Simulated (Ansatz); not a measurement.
`BN(C)[SiH2][SiH3]` + silanol → `[SiH3]O[SiH2][SiH3]` + `BNC` at 500 K and 1 bar (ligand exchange at the Si–N bond).

Isolated molecules relaxed with PBE0-D4/def2-TZVP in Ansatz; ΔE leaves out vibrations. CCSD(T)/CBS is the MP2 limit (def2-TZVPP, def2-QZVPP) plus CCSD(T) − MP2 in def2-TZVPP, frozen cores. One conformer a species, not always the lowest.

```tsv
species	CCSD(T)/CBS energy (Eh)	H − E (kJ/mol)	S (J/(mol·K))
`BN(C)[SiH2][SiH3]`	-701.75815	345.1	462.9
`O[SiH3]`	-366.69042	127.5	292.9
`[SiH3]O[SiH2][SiH3]`	-947.28799	243.7	472.0
`BNC`	-121.18426	231.8	309.7
```

H − E and S are ideal-gas, rigid-rotor, harmonic terms from PBE0-D4/def2-TZVP, for one conformer and one mirror image of each species. 1 Eh = 2625.50 kJ/mol, R = 8.31446 J/(mol·K).

Question: By hand: ΔE, ΔH, ΔS and ΔG.

Answer: ΔE = (-947.28799) + (-121.18426) − (-701.75815) − (-366.69042) = -0.02368 Eh = -62.2 kJ/mol. Δ(H − E) = 243.7 + 231.8 − 345.1 − 127.5 = 2.9, so ΔH = -59.3 kJ/mol. ΔS = 472.0 + 309.7 − 462.9 − 292.9 = 25.9 J/(mol·K). ΔG = -59.3 − 500 × (25.9)/1000 = -72.2 kJ/mol.

Question: By hand: the equilibrium constant, and the temperature at which ΔG would vanish if ΔH and ΔS stayed fixed.

Answer: log₁₀ K = −ΔG/(RT ln 10) = 7.5. ΔH and −TΔS have one sign here, so there is no such temperature.

ΔH outweighs TΔS. A doubt of 5 kJ/mol in ΔE shifts log₁₀ K by 0.5 here. Other conformers and mirror images would add mixing entropy, several J/(mol·K) or more a flexible species. Modes under 60 cm⁻¹, often nearly free rotors, make the harmonic entropy too high. These are equilibria of isolated gas molecules and say nothing of rates. Largest T1 diagnostic: 0.013 (customary marks: 0.02 for closed shells, 0.045 for open ones).
